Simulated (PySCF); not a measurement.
Cl²⁺ (chlorine, charge +2) across methods

[Ne] 3s2 3p2 3d1, one real determinant (an excited configuration). All numbers are calculated (PySCF 2.14, scalar relativity by spin-free X2C-1e, in aug-cc-pVTZ-DK).

```json
{"method": "UHF", "E (hartree)": "-458.88317", "mean ε 3s β (eV)": "-49.680", "mean ε 3p α (eV)": "-41.997", "mean ε 3d α (eV)": "-18.794", "Σ⟨r²⟩ (bohr²)": "18.41", "⟨S²⟩": "3.751"}
{"method": "TPSS", "E (hartree)": "-459.5360", "mean ε 3s β (eV)": "-44.667", "mean ε 3p α (eV)": "-35.164", "mean ε 3d α (eV)": "-16.023", "Σ⟨r²⟩ (bohr²)": "17.76", "⟨S²⟩": "3.750"}
{"method": "LDA", "E (hartree)": "-457.9901", "mean ε 3s β (eV)": "-44.959", "mean ε 3p α (eV)": "-34.890", "mean ε 3d α (eV)": "-15.743", "Σ⟨r²⟩ (bohr²)": "17.87", "⟨S²⟩": "3.750"}
{"method": "PBE0", "E (hartree)": "-459.3582", "mean ε 3s β (eV)": "-46.331", "mean ε 3p α (eV)": "-36.865", "mean ε 3d α (eV)": "-16.824", "Σ⟨r²⟩ (bohr²)": "17.87", "⟨S²⟩": "3.750"}
{"method": "revPBE", "E (hartree)": "-459.4497", "mean ε 3s β (eV)": "-44.612", "mean ε 3p α (eV)": "-34.911", "mean ε 3d α (eV)": "-15.948", "Σ⟨r²⟩ (bohr²)": "17.81", "⟨S²⟩": "3.750"}
{"method": "r2SCANh", "E (hartree)": "-459.4625", "mean ε 3s β (eV)": "-45.552", "mean ε 3p α (eV)": "-36.269", "mean ε 3d α (eV)": "-16.363", "Σ⟨r²⟩ (bohr²)": "17.96", "⟨S²⟩": "3.751"}
{"method": "r2SCAN", "E (hartree)": "-459.4654", "mean ε 3s β (eV)": "-44.938", "mean ε 3p α (eV)": "-35.570", "mean ε 3d α (eV)": "-16.025", "Σ⟨r²⟩ (bohr²)": "17.95", "⟨S²⟩": "3.751"}
{"method": "PBE", "E (hartree)": "-459.3370", "mean ε 3s β (eV)": "-44.706", "mean ε 3p α (eV)": "-34.920", "mean ε 3d α (eV)": "-15.926", "Σ⟨r²⟩ (bohr²)": "17.82", "⟨S²⟩": "3.750"}
{"method": "BP86", "E (hartree)": "-459.5604", "mean ε 3s β (eV)": "-44.963", "mean ε 3p α (eV)": "-34.953", "mean ε 3d α (eV)": "-15.960", "Σ⟨r²⟩ (bohr²)": "17.82", "⟨S²⟩": "3.750"}
```

⟨L²⟩ = 7.90 against 12 for a pure F term, so this real determinant mixes terms. The outer electron is Rydberg-like, and this basis confines it to a smaller radius and binds it less than a complete one would.
